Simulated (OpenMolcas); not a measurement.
## Levels of neutral osmium by method

```json
{"Program": "OpenMolcas", "Basis": "ANO-RCC-VDZ [7s6p4d2f]", "Scalar Hamiltonian": "DKH3, point nucleus", "Active space": "8 electrons in 6 orbitals (5d 6s)", "State averaging": "2S+1 = 5 even, 15 roots; 2S+1 = 3 even, 87 roots (77 in the spin-orbit step); 2S+1 = 1 even, 63 roots (58 in the spin-orbit step)", "Spin-orbit coupling": "RASSI with atomic mean-field integrals over the reference wave functions, term energies averaged over their components"}
```

Methods on the same reference wave functions:
A. CASSCF
B. SS-CASPT2, IPEA 0.25 Eh, imaginary shift 0.1 Eh (closed shells correlated: 5s 5p)
C. MS-CASPT2, IPEA 0.25 Eh, imaginary shift 0.1 Eh (closed shells correlated: 5s 5p)

Energies in cm-1 above 5d6 6s2 5D4, the measured ground level; measured values from NIST Handbook of Basic Atomic Spectroscopic Data.

```json
{"Level": "5d6 6s2 5D4", "A": "0.0", "B": "0.0", "C": "0.0", "Measured": "0.0"}
{"Level": "5d7 6s 5F5", "A": "1008", "B": "7680", "C": "7680", "Measured": "5144"}
{"Level": "5d6 6s2 5D3", "A": "3942", "B": "3760", "C": "3770", "Measured": "4159"}
{"Level": "5d7 6s 5F4 [64 %]", "A": "5096", "B": "11320", "C": "11340", "Measured": "8743"}
{"Level": "5d6 6s2 5D1", "A": "6169", "B": "6230", "C": "6240", "Measured": "5766"}
{"Level": "5d6 6s2 5D0", "A": "7095", "B": "7040", "C": "7040", "Measured": "6093"}
{"Level": "5d7 6s 5F3", "A": "8091", "B": "14660", "C": "14670", "Measured": "11378"}
{"Level": "5d7 6s 5F2 [56 %]", "A": "9573", "B": "16060", "C": "16060", "Measured": "12774"}
{"Level": "5d7 6s 5F1 [57 %]", "A": "10476", "B": "16090", "C": "16080", "Measured": "13020"}
{"Level": "5d6 6s2 3F3 [66 %]", "A": "14644", "B": "17280", "C": "17290", "Measured": ""}
{"Level": "5d7 6s 3G5 [52 %]", "A": "15070", "B": "20720", "C": "20730", "Measured": ""}
{"Level": "5d6 6s2 3H6", "A": "15439", "B": "17110", "C": "17120", "Measured": ""}
{"Level": "5d7 6s 5P3 [73 %]", "A": "15749", "B": "20590", "C": "20590", "Measured": ""}
{"Level": "5d7 6s 5P2 [58 %]", "A": "16518", "B": "20720", "C": "20720", "Measured": ""}
{"Level": "5d6 6s2 3H5 [57 %]", "A": "17869", "B": "17810", "C": "17810", "Measured": ""}
{"Level": "5d6 6s2 3P0 [57 %]", "A": "19142", "B": "19760", "C": "19760", "Measured": "18301"}
{"Level": "5d7 6s 3G4 [65 %]", "A": "19323", "B": "22600", "C": "22590", "Measured": ""}
```

Deviations, from unrounded energies. A percentage is the sum of absolute deviations over the sum of measured energies, with the sign that they share, or ± where signs differ.

```json
{"Against measurement": "mean absolute deviation (cm-1)", "Levels": "9", "A": "2100", "B": "2000", "C": "2000"}
{"Against measurement": "fine structure of the ground term (%)", "Levels": "3", "A": "±10.1", "B": "±11.3", "C": "±11.3"}
{"Against measurement": "other terms of the ground configuration (%)", "Levels": "1", "A": "+4.6", "B": "+7.9", "C": "+8.0"}
{"Against measurement": "other configurations (%)", "Levels": "5", "A": "-32.9", "B": "+28.9", "C": "+28.9"}
```

B, C lie about equally close to measurement and A furthest from it. The largest miss of B in the table is 5d7 6s 5F3, by +3300 cm-1. The ranking rests on the paired levels alone, and a cruder setting can come out closer through cancelling errors.

Between B and C the level of the table that moves most is 5d7 6s 5F4 [64 %], by 24 cm-1 (lowest in B, highest in C). Moves below CASPT2's spread within the term are not significant.

The two smallest mean deviations differ by little beside CASPT2's spread within terms, so their order carries little weight.

From A to B the spin-free energies of the other terms of 5d6 6s2 shown, above 5D, scale by factors of 1.16 to 1.28.

The lowest spin-free term lies below A's lowest term by 0.327 hartree in B, 0.327 hartree in C.

Term energies are means over components that CASPT2 splits; among the terms shown or strongly mixed into the levels shown the widest spread is 970 cm-1 (5d6 6s2 1I, C). Some high roots are left out of the spin-orbit mixing, which shifts the levels that they would mix with. Configurations are named by rounded mean occupations; where the s occupation lies near a half they are strongly mixed, a name can repeat and a true partner stay unpaired. A single d shell beside an s shell can misplace configurations of different d count against each other. The CASPT2 spread within a term exceeds the gap to the next term for 5d7 6s 3F(1) and 5d6 6s2 1I, so the order of their levels is uncertain (figures for B; the like holds for C). Without dynamic correlation excited terms often stand tens of per cent too high (terms of higher spin than the ground term too low), and those without a measured partner can miss by more than the paired ones (holds for A). Some terms miss by over 15 % even with CASPT2, which points to a basis or an active space too small for the shells correlated (holds for B; C). Blocks of more than 70 roots (2S+1 = 3 even) ran without multistate coupling (holds for C). Computed and measured levels are paired by configuration, term and J; levels that our copy of the source lacks, or whose pairing is in doubt (as where it misses far off the trend of its configuration), stay unpaired and out of the deviations. Levels of configurations outside the active space are missing. The table leaves out levels that lie high or whose names do not pair safely across all columns.

A share in square brackets marks a mixed level and gives the weight of the term that names it, the lowest over the columns. A number in round brackets counts repeated terms of one configuration in the order of the reference energies.
